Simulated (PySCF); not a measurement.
Job file and geometry (Å, from GFN2-xTB) of an NMR shielding run on SMILES CC[N+](C)(C)[BH2-]F, C$_{4}$H$_{13}$BFN, GIAO PBE0/pcSseg-1 NMR shielding, non-relativistic, gas phase in PySCF 2.14.0, density-fitted response routines; density fitting, a coarse starting grid and PySCF grid level 2 are the driver's defaults:

```
$ OMP_NUM_THREADS=1 python probes_run.py task.json out

{"job": {"kind": "nmr", "xc": "PBE0", "basis": "pcSseg-1"}, "charge": 0, "multiplicity": 1}
C      2.132620     0.047229     0.249187
C      0.903726    -0.562273    -0.414739
N     -0.400452    -0.007096    -0.016826
C     -0.656419    -0.198188     1.406618
C     -0.501400     1.412168    -0.351902
B     -1.571282    -0.827703    -0.898114
F     -1.239402    -0.559199    -2.219310
H      2.225046     1.109696     0.039451
H      2.128026    -0.102746     1.326203
H      3.014487    -0.446990    -0.150964
H      0.976416    -0.447022    -1.497420
H      0.871253    -1.632434    -0.201233
H     -1.683601     0.087547     1.623588
H     -0.534982    -1.248857     1.660698
H      0.016871     0.407528     2.016399
H      0.201524     2.012395     0.228432
H     -1.513783     1.752293    -0.144379
H     -0.310860     1.540612    -1.414977
H     -2.619288    -0.340972    -0.603069
H     -1.443648    -1.985311    -0.640678
```

Q: What does the program print?

A: 
```
coarse grid: 15640 points
cycle   1  E = -339.1957776598  dE =  5.461e-01  |g| = 6.078e-01  |ddm| = 3.570e+00
cycle   2  E = -339.1541399404  dE =  4.164e-02  |g| = 8.504e-01  |ddm| = 1.525e+00
cycle   3  E = -339.2697646829  dE = -1.156e-01  |g| = 8.132e-02  |ddm| = 9.159e-01
cycle   4  E = -339.2711089883  dE = -1.344e-03  |g| = 2.860e-02  |ddm| = 9.031e-02
cycle   5  E = -339.2712961242  dE = -1.871e-04  |g| = 6.121e-03  |ddm| = 2.810e-02
cycle   6  E = -339.2713040837  dE = -7.960e-06  |g| = 2.318e-03  |ddm| = 6.811e-03
final grid: 148472 points
cycle   7  E = -339.3156080316  dE = -7.613e-05  |g| = 1.046e-02  |ddm| = 3.789e-02
cycle   8  E = -339.3156011579  dE =  6.874e-06  |g| = 1.188e-02  |ddm| = 2.062e-02
cycle   9  E = -339.3156340330  dE = -3.288e-05  |g| = 1.086e-03  |ddm| = 1.076e-02
cycle  10  E = -339.3156342584  dE = -2.253e-07  |g| = 2.949e-04  |ddm| = 8.414e-04
cycle  11  E = -339.3156342736  dE = -1.524e-08  |g| = 8.668e-05  |ddm| = 2.105e-04
cycle  12  E = -339.3156342752  dE = -1.550e-09  |g| = 2.392e-05  |ddm| = 8.806e-05
cycle  13  E = -339.3156342753  dE = -1.016e-10  |g| = 7.228e-06  |ddm| = 2.539e-05
converged SCF energy = -339.3156342753

GIAO shielding tensors (ppm)
atom      isotropic    diamagn.    paramagn.     s11        s22        s33       span
  0 C      178.614     248.221     -69.607    171.583    176.833    187.426     15.843
  1 C      132.982     249.471    -116.489    108.212    119.995    170.740     62.528
  2 N      206.108     321.660    -115.552    191.663    209.944    216.718     25.056
  3 C      144.802     249.553    -104.751    116.002    130.945    187.458     71.456
  4 C      143.448     249.893    -106.445    120.201    126.649    183.496     63.295
  5 B       96.057     185.807     -89.750     85.279     95.555    107.337     22.058
  6 F      400.466     471.302     -70.836    326.053    346.331    529.014    202.961
  7 H       30.661      30.709      -0.048     25.642     29.956     36.387     10.745
  8 H       30.557      30.666      -0.110     25.445     29.836     36.390     10.945
  9 H       30.670      28.462       2.208     26.008     27.520     38.480     12.472
 10 H       28.268      32.282      -4.013     22.062     30.115     32.628     10.566
 11 H       28.983      32.746      -3.764     23.429     28.990     34.529     11.100
 12 H       29.219      30.971      -1.752     25.139     26.824     35.693     10.554
 13 H       29.546      31.384      -1.839     25.725     26.391     36.521     10.797
 14 H       29.481      31.964      -2.483     25.136     28.172     35.134      9.998
 15 H       29.516      32.164      -2.648     24.825     28.769     34.955     10.130
 16 H       29.214      31.107      -1.893     25.281     26.511     35.851     10.570
 17 H       28.818      31.110      -2.292     24.383     27.242     34.830     10.447
 18 H       28.621      31.871      -3.250     25.501     28.562     31.799      6.298
 19 H       28.639      31.835      -3.196     25.622     28.541     31.754      6.132
```

Size and cost of the density-fitted run: 184 basis functions, 32 s wall time on 1 thread of an Arm Neoverse V1, shared host; peak memory 0.84 GiB.
